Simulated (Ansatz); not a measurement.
`C=CC1CC=CCC1` + `C=C(N)O` → `C=COC(=C)N` + `C1=CCCCC1`  (substitution at a C–C bond)

Gas-phase electronic energies from Ansatz, PBE0-D4/def2-TZVP geometries. CBS: MP2 limit from def2 TZ/QZ plus the TZ coupled-cluster correction, frozen cores. Functionals use def2-TZVPP. Each species was taken in one conformer, which may not be the lowest.

```json
{"level": "r2SCAN-D4", "ΔE (kJ/mol)": "38.4"}
{"level": "MP2/def2-TZVPP", "ΔE (kJ/mol)": "51.5"}
```

Question: What does CCSD(T)/CBS give? (An estimate is asked.)

Answer: Ansatz gave: +47.6 kJ/mol. The listed levels differ from it by -9.2, 3.9 kJ/mol.

Largest T1 diagnostic among the species: 0.013.

The D4 term adds +4.0 kJ/mol with B3LYP and +2.5 kJ/mol with PBE0; it sums over pairs of atoms, weighted by their polarisabilities, and B3LYP, whose exchange is more repulsive, gets the larger term. From PBE to PBE0 (25 % exact exchange), in def2-TZVPP and without D4, ΔE moves by +5.6 kJ/mol. In def2-TZVPP, CCSD(T) changes the Hartree–Fock value by +5.5 kJ/mol (the triples alone add −0.2 kJ/mol) and MP2 by +12.1 kJ/mol.

CCSD(T)/CBS has its own doubt, a few kJ/mol and more with outer-core shells, so smaller differences from it don't rank the levels.

B3LYP here is the variant with VWN-RPA as its local correlation; programs differ in this.
